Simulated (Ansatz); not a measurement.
CHBF₄O (SMILES OB(F)C(F)(F)F), singlet, geometry from GFN2-xTB; CASSCF(2,2)/6-31G (Ansatz, a quantum-chemistry and plane-wave program).

Here is a job for Ansatz.
Ansatz 0.2 input:
```yaml
crystal:
  periodic: [false, false, false]
  atoms:
    - {symbol: B, position_ang: [0.24079567, 0.79034761, 0.59772667]}
    - {symbol: C, position_ang: [-0.14862329, -0.51268827, -0.33825240]}
    - {symbol: F, position_ang: [-1.31770314, -1.09299964, -0.01614931]}
    - {symbol: F, position_ang: [0.77612851, -1.48843994, -0.33678132]}
    - {symbol: F, position_ang: [-0.27523193, -0.12911466, -1.63811531]}
    - {symbol: F, position_ang: [0.40195183, 0.59875238, 1.88642630]}
    - {symbol: O, position_ang: [0.39274143, 1.99651497, 0.10239768]}
    - {symbol: H, position_ang: [0.27952248, 2.15848856, -0.83672355]}
basis:
  gaussian:
    orbitals: 6-31G
hamiltonian:
  xc: hf
magnetization: {spin_polarized: false}
correlation: {active_space: {window: {electrons: 2, orbitals: 2}}}
```

Output, abridged:

```
Functional definition: HF
661 factors; integrals over basis functions are off by at most 2.5e-4 eV
mean field evaluation 1: about -14571.2711 eV, gradient 5.0e1 eV
mean field evaluation 2: about -14571.2824 eV, gradient 5.0e1 eV
mean field evaluation 4: about -14576.8954 eV, gradient 3.2e0 eV
mean field evaluation 8: about -14576.9376 eV, gradient 2.4e-4 eV
mean field -14576.93755384 eV, -535.6925745006 hartree, gradient 2.6e-6 eV, S^2 0.000000; 0 other end points of the search recorded, 0 dependent functions left out
reference -14576.93755384 eV, -535.6925745006 hartree; 28, 28 occupied and 37, 37 virtual orbitals, 661 factors
state -14577.61069008 eV, -535.7173118009 hartree
the orbitals are reached from a further start. From the first start the search ends at -14577.34640820 eV, -535.7075996211 hartree
Total energy: -14577.61069008 eV, -535.7173118009 hartree
```
